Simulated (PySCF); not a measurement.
A calculated (PBE0, PySCF 2.14, ANO-RCC-VTZP, scalar relativity by spin-free X2C-1e) atom or ion has these occupied shells.

```json
{"shell": "1s α", "electrons": "1", "orbital energy (eV)": "-48378.7", "rms radius, mean of both spins (bohr)": "0.0254"}
{"shell": "1s β", "electrons": "1", "orbital energy (eV)": "-48378.6", "rms radius, mean of both spins (bohr)": "0.0254"}
{"shell": "2s α", "electrons": "1", "orbital energy (eV)": "-7986.1", "rms radius, mean of both spins (bohr)": "0.103"}
{"shell": "2s β", "electrons": "1", "orbital energy (eV)": "-7986.0", "rms radius, mean of both spins (bohr)": "0.103"}
{"shell": "2p α", "electrons": "3", "orbital energy (eV)": "-7127.7", "rms radius, mean of both spins (bohr)": "0.0923"}
{"shell": "2p β", "electrons": "3", "orbital energy (eV)": "-7127.6", "rms radius, mean of both spins (bohr)": "0.0923"}
{"shell": "3s α", "electrons": "1", "orbital energy (eV)": "-1781.5", "rms radius, mean of both spins (bohr)": "0.266"}
{"shell": "3s β", "electrons": "1", "orbital energy (eV)": "-1778.8", "rms radius, mean of both spins (bohr)": "0.266"}
{"shell": "3p α", "electrons": "3", "orbital energy (eV)": "-1511.7", "rms radius, mean of both spins (bohr)": "0.266"}
{"shell": "3p β", "electrons": "3", "orbital energy (eV)": "-1509.0", "rms radius, mean of both spins (bohr)": "0.266"}
{"shell": "3d α", "electrons": "5", "orbital energy (eV)": "-1144.9", "rms radius, mean of both spins (bohr)": "0.245"}
{"shell": "3d β", "electrons": "5", "orbital energy (eV)": "-1142.4", "rms radius, mean of both spins (bohr)": "0.245"}
{"shell": "4s α", "electrons": "1", "orbital energy (eV)": "-372.39", "rms radius, mean of both spins (bohr)": "0.602"}
{"shell": "4s β", "electrons": "1", "orbital energy (eV)": "-365.50", "rms radius, mean of both spins (bohr)": "0.602"}
{"shell": "4p α", "electrons": "3", "orbital energy (eV)": "-282.86", "rms radius, mean of both spins (bohr)": "0.639"}
{"shell": "4p β", "electrons": "3", "orbital energy (eV)": "-275.67", "rms radius, mean of both spins (bohr)": "0.639"}
{"shell": "4d α", "electrons": "5", "orbital energy (eV)": "-156.25", "rms radius, mean of both spins (bohr)": "0.707"}
{"shell": "4d β", "electrons": "5", "orbital energy (eV)": "-148.12", "rms radius, mean of both spins (bohr)": "0.707"}
{"shell": "5s α", "electrons": "1", "orbital energy (eV)": "-62.149", "rms radius, mean of both spins (bohr)": "1.48"}
{"shell": "5s β", "electrons": "1", "orbital energy (eV)": "-58.796", "rms radius, mean of both spins (bohr)": "1.48"}
{"shell": "5p α", "electrons": "3", "orbital energy (eV)": "-39.904", "rms radius, mean of both spins (bohr)": "1.73"}
{"shell": "5p β", "electrons": "3", "orbital energy (eV)": "-37.377", "rms radius, mean of both spins (bohr)": "1.73"}
{"shell": "4f α", "electrons": "7", "orbital energy (eV)": "-20.306", "rms radius, mean of both spins (bohr)": "1.06"}
```

(1) Name the element and its charge.

Answers

(1) Eu²⁺ (europium, charge +2), in [Xe] 4f7, high-spin 8S determinant.
